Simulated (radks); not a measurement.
Values are calculated unless marked as measured or tabulated.
Trend from Lu to Hg: ionisation energy by Delta-SCF between NIST ground configurations, and size. Level of theory: Dirac Kohn-Sham, PBEsol, spin-unpolarised, spherical densities, finite nucleus; open shells are shared between the two j in proportion to 2j + 1; Fermi nuclear charge, rms radius of each element as measured or else 0.836 A^(1/3) + 0.57 fm (a radial shooting solver on a logarithmic mesh with Libxc functionals).

| species | configuration | IE (eV) | NIST (eV) | kind | outermost | <r> outermost (bohr) |
|---|---|---|---|---|---|---|
| Lu | [Xe] 4f14 5d1 6s2 | 5.298 | 5.426 | exp. | 6s1/2 | 3.63 |
| Hf | [Xe] 4f14 5d2 6s2 | 6.544 | 6.825 | exp. | 6s1/2 | 3.44 |
| Ta | [Xe] 4f14 5d3 6s2 | 8.507 | 7.550 | exp. | 6s1/2 | 3.29 |
| W | [Xe] 4f14 5d4 6s2 | 8.927 | 7.864 | exp. | 6s1/2 | 3.16 |
| Re | [Xe] 4f14 5d5 6s2 | 9.295 | 7.834 | exp. | 6s1/2 | 3.06 |
| Os | [Xe] 4f14 5d6 6s2 | 9.627 | 8.438 | exp. | 6s1/2 | 2.97 |
| Ir | [Xe] 4f14 5d7 6s2 | 9.933 | 8.967 | exp. | 6s1/2 | 2.89 |
| Pt | [Xe] 4f14 5d9 6s1 | 9.235 | 8.959 | exp. | 6s1/2 | 2.91 |
| Au | [Xe] 4f14 5d10 6s1 | 9.450 | 9.226 | exp. | 6s1/2 | 2.85 |
| Hg | [Hg] | 10.746 | 10.438 | exp. | 6s1/2 | 2.68 |

Reference values: NIST Atomic Spectra Database (exp. = measured, semi-emp. = semi-empirical, theory = theoretical value adopted there). Spin polarisation and multiplet splitting are left out, so open shells lie too high by an amount that depends on their filling. Sharing an open shell by 2j + 1 raises it above the true ground level by a part of the spin-orbit splitting, which enters the differences from NIST.

Beside tabulated values, note that spin-unpolarised runs miss the spin-polarisation part of the exchange energy of open shells.
